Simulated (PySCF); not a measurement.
# Worked example: chemical shift, span and skew from a shielding tensor

BClFHSe, SMILES ClB(F)[SeH]. Atoms are numbered in the order given.

```xyz
5

B     -0.4545     0.5880     0.0000
Cl     0.6686     1.9328     0.0000
F     -1.7483     0.8389     0.0000
Se     0.2280    -1.2211     0.0000
H     -1.1112    -1.8302     0.0000
```

Geometry optimised at PBE0-D3(BJ)/def2-SVP. The values are those of a single conformer.

GIAO shieldings from PySCF with PBE0/pcSseg-1, non-relativistic, no solvent. The symmetric part of the tensor of F3 has the principal values 32.9, 155.0, 352.1 ppm. The same nucleus in CFCl3 has σ = 167.2 ppm at this level (PySCF, at its B3LYP-D3(BJ)/def2-TZVP geometry). Without spin–orbit terms, shifts of atoms bonded to Cl or Br come out too high.

Q: Work out the isotropic shielding, the ¹⁹F shift against CFCl3, the span and the skew.

A: 
σ(iso) = (σ11 + σ22 + σ33)/3 = 180.0 ppm. δ = σ(ref) − σ(iso) = 167.2 − (180.0) = -12.8 ppm.
Span Ω = σ33 − σ11 = 319.2 ppm. Skew κ = 3(σ(iso) − σ22)/Ω = 0.23. Tumbling in solution averages the tensor to δ; in a static solid the shielding alone would spread this spin-1/2 line over Ω.
